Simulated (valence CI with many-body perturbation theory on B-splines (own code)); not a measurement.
**Questions on Tc27+**

Method: configuration interaction combined with many-body perturbation theory (CI+MBPT): six valence electrons over a frozen Dirac-Fock core [Ne], a basis of 9 s, 9 p, 8 d, 6 f, 3 g, 1 h functions for each j, with the one-electron correlation potential Σ1, the two-electron term Σ2, the three-electron term Σ3, Breit, model QED; selected CI, second order for the rest, scaled by the run's own slope (own B-spline code, finite nucleus).

The last digits are not significant, and no measured levels were compared; by estimate large intervals hold to a few tenths of a per cent, small ones and those within an open d or f shell to about a per cent. Among the levels kept, up to 1600 cm⁻¹ of a level comes from second order outside the variational space, and about a tenth of that is noise between levels of different J, which matters for small intervals.

Levels are named by their leading jj configuration (3d3/2^4 stands for four electrons in 3d with j = 3/2), which in mixed levels can hold well under half, so a name can repeat and another be missing.

Rates and lifetimes use the calculated energies. Strong lines usually hold to 10 to 20 %, long lifetimes can be off by a factor of two.

Task: What is the ground level?

Result: (3s^2 3p1/2^2 3p3/2^2) J=2, composition 76 % 3s2 3p4 3P + 22 % 3s2 3p4 1D, g = 1.385.

Task: Among levels below 1391600 cm⁻¹, which E1 lines absorb most strongly from the ground level?

Result: to (3s^2 3p1/2 3p3/2^2 3d3/2) J=3 at 7.472 nm, f = 0.180; to (3s^2 3p1/2 3p3/2^2 3d5/2) J=3 at 7.749 nm, f = 0.157; to (3s^2 3p1/2 3p3/2^2 3d3/2) J=1 at 7.564 nm, f = 0.144.

Task: What is the ionisation energy?

Result: 1482.1 eV; NIST lists 1479.5 ± 2 eV (semi-empirical).

Task: Where does the other parity begin?

Result: At (3s 3p1/2^2 3p3/2^3) J=2, 809380 cm⁻¹.

Task: How well does LS coupling describe the low levels?

Result: Among the lowest 20 levels the leading LS term, summed over configurations, holds 62 % on average. For single configurations the figures are 56 % in LS and 71 % in jj coupling. Terms mix most in the J = 2 level at 916540 cm⁻¹, where the leading one holds 31 %.
